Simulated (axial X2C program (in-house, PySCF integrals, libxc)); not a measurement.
**Correcting the dissociation energy of IO for spin–orbit coupling**

A spin-free PBE0 curve (one-electron X2C) was computed with an in-house all-electron X2C program for linear molecules (integrals from PySCF), basis I dyall-cv3z [11s12p8d4f1g], O dyall-av3z [7s6p3d2f] (cores contracted in-house), for the state M_S = 1/2, Λ = 1 (beyond evenly filled blocks: π+α, π+β, π-α). It gives D0 = 2.433 eV to I + O, which in a spin-free picture are the weighted means of the ground terms.

Measured levels of the ground terms (NIST Handbook of Basic Atomic Spectroscopic Data), in cm⁻¹: I 2P: J = 3/2 at 0, J = 1/2 at 7603.1; O 3P: J = 2 at 0, J = 1 at 158.3, J = 0 at 227.

The two components of the molecular doublet are 2203 cm⁻¹ apart in the PBE0 2c search (Ω = 3/2 lower), so the lower one lies 1102 cm⁻¹ under their mean.

(1) How far does each ground level lie under the (2J+1)-weighted mean of its term?

(2) Correct D0.

Second-order spin–orbit effects in the molecule, which grow quickly with Z, are left out. The state is one determinant whose occupation by symmetry is held fixed; it was picked as the lowest of a PBE0 search that is not exhaustive. Dissociation energies refer to the lowest single-determinant-based atoms at the same level and basis. The functionals have no current-density term, which raises determinants with orbital currents, atoms included.

Answers

(1) I: (4 × 0 + 2 × 7603.1)/6 = 2534 cm⁻¹; O: (5 × 0 + 3 × 158.3 + 1 × 227)/9 = 78 cm⁻¹.

(2) D0 = 2.433 + (1102 − 2612)/8065.5 = 2.246 eV at PBE0 with these spin–orbit terms.
